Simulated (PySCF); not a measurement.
A species of formula C4H5F2N has this rotational fingerprint, computed with CAM-B3LYP/def2-SVPD in PySCF (dipole) on a GFN2-xTB geometry, gas phase:

```
Rotational constants : A = 6911, B = 1355, C = 1189 MHz
Dipole components    : |μa| = 0.24 D, |μb| = 2.63 D, |μc| = 0.26 D
Inertial defect      : -20.90 u·Å²
κ                    : -0.94
```

Task: Which structure is it? (One computed conformer of each.)
A. `[H]/[N:1]=[CH:2]\[CH:3]=[CH:4]/[CH:5]([F:6])[F:7]` with N1–C2–C3–C4 178°, C3–C4–C5–F6 -179°
B. `[CH3:1][CH2:2][C:3]([F:4])([F:5])[C:6]#[N:7]` with C1–C2–C3–F4 -63°

Result: A. It is [H]/N=C\C=C/C(F)F, a near-prolate asymmetric top, point group C1. The candidates at the same level (rigid rotor, commonest isotopes):

```tsv
SMILES	A (MHz)	B (MHz)	C (MHz)	μa (D)	μb (D)	μc (D)	Δ (u·Å²)	point group	rotor
[H]/N=C\C=C/C(F)F	6911	1355	1189	0.24	2.63	0.26	-20.90	C1	near-prolate asymmetric top
CCC(F)(F)C#N	2962	2611	1898	3.19	0.41	0.94	-97.98	C1	asymmetric top
```

`CCC(F)(F)C#N` has B 93 % too high. No structure here is proved a minimum.
